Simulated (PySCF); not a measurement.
# How methods differ on the excitation energy of Zr²⁺

Zr²⁺ [Kr] 4d2 (3F) → Zr²⁺ [Kr] 4d1 5s1, s spin flipped, as a difference of total energies. Computed with PySCF 2.14 in def2-TZVPPD with the def2 core potential (28 electrons) (6s4p3d2f1g, 56 functions), with a scalar-relativistic core potential. Correlated levels: valence and next inner shell: nothing frozen outside the core potential. The calculations carry no spin-orbit coupling.

```json
{"method": "UHF", "excitation energy (eV)": "2.792"}
{"method": "MP2 (valence and next inner shell)", "excitation energy (eV)": "2.379"}
{"method": "SCS-MP2 (valence and next inner shell)", "excitation energy (eV)": "2.393"}
```

Task: How much does correlation contribute at MP2 (valence and next inner shell)?

Result: 2.379 − (2.792) = -0.413 eV, measured against UHF.

The upper determinant mixes two multiplicities, so it lies between the two terms.

The coupled-cluster amplitudes are large for the upper state (T1 above 0.03 or a double amplitude above 0.15), so a single reference is strained.
